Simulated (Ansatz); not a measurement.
C3H6OSi, SMILES `C[Si]1(O)C=C1`, 11 atoms. Charge 0, multiplicity 1. All runs use 4 threads of an Arm Neoverse V2 on a shared host. Correlated methods freeze the cores.

Question: How many basis functions does each run have, and how long does it take in Ansatz? RHF-CCSD(T)/def2-TZVPP energy; RKS ωB97M-V/def2-SVP energy; direct RPA on PBE orbitals/def2-TZVPP energy; RKS ωB97M-V/def2-QZVPP energy; RKS revPBE-D4/def2-TZVPP energy; RKS PBE0-D4/def2-SVP energy; RKS PBE0-D4/def2-TZVP relaxation (8 steps); RKS PBE0-D4/def2-QZVPP energy; RKS PBE-D4/def2-TZVPP energy and forces; RKS BLYP-D4/def2-TZVPP energy; RKS PBE0-D4/def2-TZVP frequencies; RHF-MP2/def2-QZVPP energy. (Estimate.)

Answer: Ansatz gave: Other jobs shared the machine, so times are rough.

| level | job | functions | wall time | peak host memory (GiB) |
| --- | --- | --- | --- | --- |
| RKS PBE0-D4/def2-SVP | energy | 104 | 1 s | 0.47 |
| RKS revPBE-D4/def2-TZVPP | energy | 250 | 2.1 s | 0.31 |
| RKS BLYP-D4/def2-TZVPP | energy | 250 | 2.1 s | 0.31 |
| RKS PBE-D4/def2-TZVPP | energy and forces | 250 | 2.5 s | 0.31 |
| RKS ωB97M-V/def2-SVP | energy | 104 | 3.7 s | 0.47 |
| direct RPA on PBE orbitals/def2-TZVPP | energy | 250 | 5.5 s | 0.59 |
| RKS PBE0-D4/def2-QZVPP | energy | 478 | 8 s | 1.6 |
| RKS ωB97M-V/def2-QZVPP | energy | 478 | 20 s | 1.9 |
| RHF-MP2/def2-QZVPP | energy | 478 | 22 s | 2.9 |
| RKS PBE0-D4/def2-TZVP | relaxation (8 steps) | 197 | 28 s | 0.46 |
| RHF-CCSD(T)/def2-TZVPP | energy | 250 | 2.2 min | 5.3 |
| RKS PBE0-D4/def2-TZVP | frequencies | 197 | 2.5 min | 0.48 |
